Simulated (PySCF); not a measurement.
# How the functional moves excitation energies

BGeH₆N.
SMILES: `B[NH][GeH3]`

Linear-response calculations in the def2-SVPD basis (PySCF; singlets by full response, triplets Tamm–Dancoff, core orbitals frozen in the response; HF means time-dependent Hartree–Fock). 'Strongest' is the level of largest summed f among the singlets computed (10 roots, of which the last may lack a degenerate partner); it can jump between rows when another state enters that window. S1 is the lowest singlet of each run and needn't be the same state throughout; f(S1) is that of one state. Geometry: PBE0-D3(BJ)/def2-SVP; no solvent, vibrations or thermal averaging. The LDA/def2-SVPD calculation is non-relativistic and has no spin–orbit coupling, an omission that weighs most on germanium.

| functional | kind | S1 (eV) | f(S1) | strongest (eV) | T1 (eV) | HOMO (eV) | gap (eV) | ionisation energy, ΔSCF (eV) |
| --- | --- | --- | --- | --- | --- | --- | --- | --- |
| LDA | LDA | 6.30 | 0.000 | 6.98 | 5.58 | -7.23 | 6.04 | 10.43 |
| PBE | GGA | 6.48 | 0.001 | 7.08 | 5.48 | -7.10 | 6.14 | 10.26 |
| B3LYP | global hybrid, 20% exact exchange | 6.81 | 0.000 | 7.38 | 5.83 | -8.12 | 7.93 | 10.43 |
| PBE0 | global hybrid, 25% exact exchange | 6.83 | 0.000 | 7.52 | 5.82 | -8.36 | 8.40 | 10.41 |
| BHandHLYP | global hybrid, 50% exact exchange | 7.18 | 0.000 | 9.20 | 6.21 | -9.51 | 10.21 | 10.34 |
| CAM-B3LYP | range-separated hybrid | 6.89 | 0.000 | 8.93 | 6.03 | -9.72 | 10.55 | 10.55 |
| wB97X-D | range-separated hybrid | 6.96 | 0.000 | 7.78 | 6.14 | -10.22 | 11.94 | 10.51 |
| LC-wPBE | range-separated hybrid | 6.98 | 0.000 | 8.05 | 6.16 | -11.11 | 12.94 | 10.70 |
| HF | Hartree–Fock | 7.73 | 0.000 | 10.07 | 6.66 | -11.41 | 13.50 | not settled |

S1 runs from 6.30 eV (LDA) to 7.73 eV (HF), a spread of 1.43 eV, while the orbital gap spreads over 7.5 eV. Along PBE (0%), B3LYP (20%), PBE0 (25%), BHandHLYP (50%), HF (100%) S1 rises with the share of exact exchange. −ε(HOMO) comes closest to its own ΔSCF ionisation energy with wB97X-D (-0.30 eV) and misses most with LDA (-3.20 eV). 'Not settled' means that the ion's SCF failed to converge or may have ended in another state than the lowest.

Without π bonds the low states are Rydberg-like; a valence basis with one diffuse set may place them up to an eV too high.
